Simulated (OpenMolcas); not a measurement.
An atom or ion with 31 electrons was computed by SS-RASPT2, IPEA 0.25 Eh, imaginary shift 0.1 Eh with spin-orbit coupling (OpenMolcas, ANO-RCC-VQZP, DKH2). The lowest levels that the run gave, each within 12 % of the measured value where one is at hand:

| J | Parity | E (cm-1) | g |
| --- | --- | --- | --- |
| 1/2 | odd | 0.0 | 0.666 |
| 3/2 | odd | 1632 | 1.334 |
| 1/2 | even | 50600 | 2.670 |
| 3/2 | even | 51210 | 1.735 |
| 5/2 | even | 52130 | 1.601 |
| 3/2 | even | 67270 | 0.800 |
| 5/2 | even | 67380 | 1.201 |
| 1/2 | even | 86440 | 1.966 |
| 1/2 | even | 91360 | 0.704 |
| 3/2 | even | 92260 | 1.334 |

Q: Which ion is it, and what are the configurations and terms?

A: Ge II (Z = 32, charge +1; active space 3 electrons in 9 orbitals (RAS2 4s 4p; RAS3 4d, at most 2 electrons)). J, parity and g give the terms where levels are pure, and mixed ones are named by the computed weights; the size of the splittings, set against known spectra of the 31-electron sequence, gives the charge. In order, with the measured energies in cm-1 (NIST Handbook of Basic Atomic Spectroscopic Data): 4s2 4p 2P* 1/2, 4s2 4p 2P* 3/2 (1767), 4s 4p2 4P 1/2 (51576), 4s 4p2 4P 3/2 (52291), 4s 4p2 4P 5/2 (53367), 4s 4p2 2D 3/2 (65016), 4s 4p2 2D 5/2 (65185), 4s 4p2 2S 1/2 (85891), 4s 4p2 2P 1/2 (91016), 4s 4p2 2P 3/2 (92123).

CASPT2 does not keep the components of a term degenerate, so their means are used; among the terms shown or strongly mixed into the levels shown the widest spread is 10 cm-1 (4s 4p2 2D). Some high roots are left out of the spin-orbit mixing, which shifts the levels that they would mix with. Active for correlation alone: 4d; no level in the range computed is led by a configuration that fills it, so any true level of that kind is missing. Some terms mix strongly with configurations of 4d, whose occupation reaches 0.20 (4s 4p2 2D). Computed and measured levels are paired by configuration, term and J; levels that our copy of the source lacks, or whose pairing is in doubt (as where it misses far off the trend of its configuration), stay unpaired and out of the deviations. Levels of configurations outside the active space are missing.

* marks odd parity.
